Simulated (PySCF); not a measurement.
## Multinuclear NMR of C₇H₉P

Geometry (Å), atoms numbered from 1 in this order:
```xyz
17

C    -3.0438    0.8670   -0.1180
C    -2.0986    0.1517   -0.7187
C    -0.7954   -0.1701   -0.1727
C    -0.2893    0.3352    1.0902
C     0.9581   -0.0625    1.3862
P     1.5552   -1.2806    0.1963
C     2.8661   -0.3116   -0.6973
C     0.1085   -0.9535   -0.8176
H    -2.9201    1.2842    0.8665
H    -3.9900    1.0590   -0.5945
H    -2.2850   -0.2510   -1.7073
H    -0.8711    0.9997    1.7084
H     1.4948    0.1961    2.2839
H     2.4980    0.6786   -0.9553
H     3.1434   -0.8533   -1.5988
H     3.7367   -0.2298   -0.0506
H    -0.0748   -1.4470   -1.7580
```

[PySCF: PBE0/pcSseg-1 with gauge-including orbitals; GFN2-xTB geometry; one conformer; non-relativistic Hamiltonian; rapidly exchanging positions averaged; no solvent]

What are the $^{31}$P shifts?

Results:


```tsv
atoms	environment	σ (ppm)	δ (ppm)
P6	ring phosphorus	338.4	-10.3
```

Shieldings were converted by a linear fit to measured shifts: $^{31}$P: δ = 270.09 − 0.828σ (rms 18.1 ppm, 64 shifts vs H3PO4, solution or neat liquid). Occasional misses reach two or three times the rms, and more in compound classes unlike the fitted ones.

On a 600 MHz spectrometer $^{31}$P resonates near 242.9 MHz, so 1 ppm is 242.9 Hz.
